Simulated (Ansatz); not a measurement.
Calculated with Ansatz (gas phase, PBE0-D4/def2-TZVP geometries, no zero-point term in ΔE). CCSD(T)/CBS adds triple-zeta CCSD(T) − MP2 to the extrapolated MP2 energy (def2 sets, frozen cores). DFT in def2-TZVPP. B3LYP here is the variant with VWN-RPA as its local correlation; programs differ in this. For Br outer-core shells are correlated without core-valence functions, which leaves a few kJ/mol of doubt a bond. Scalar relativity is left out up to krypton. One conformer a species, not always the lowest.

Reaction (ligand exchange at the Al–Br bond): `[OH][Al]([F])[Br]` + `O[SiH3]` → `[OH][Al]([F])[O][SiH3]` + HBr

(1) Is it downhill or uphill in electronic energy at CCSD(T)/CBS, and by how much? (Estimate.)

(2) What do these levels give: r2SCAN-D4, B3LYP-D4, BHLYP-D4, ωB97X-V, PBE, revPBE, r2SCAN, r2SCANh, LC-ωPBE, CCSD(T)/def2-SVP, MP2/def2-TZVPP, HF/CBS(def2)? (An estimate is asked.)

Largest T1 diagnostic among the species: 0.012.

## Answers

(1) The calculation gave: Nearly level: ΔE = +0.4 kcal/mol.

(2) The calculation gave: r2SCAN-D4 0.9, B3LYP-D4 -0.8, BHLYP-D4 -0.9, ωB97X-V 0.4, PBE 2.3, revPBE 2.7, r2SCAN 1.0, r2SCANh 1.0, LC-ωPBE 0.8, CCSD(T)/def2-SVP -2.4, MP2/def2-TZVPP 0.1, HF/CBS(def2) -1.1 kcal/mol.

Leaving LDA and LC-ωPBE aside and taking each functional with its dispersion term where it has one, the values, not all of them listed here, spread over 3.6 kcal/mol, from CAM-B3LYP-D4 to revPBE-D4. LDA lies −1.1 kcal/mol from PBE without D4. At CCSD(T), def2-SVP lies −2.8 kcal/mol from the extrapolated value and def2-TZVPP −1.1 kcal/mol.
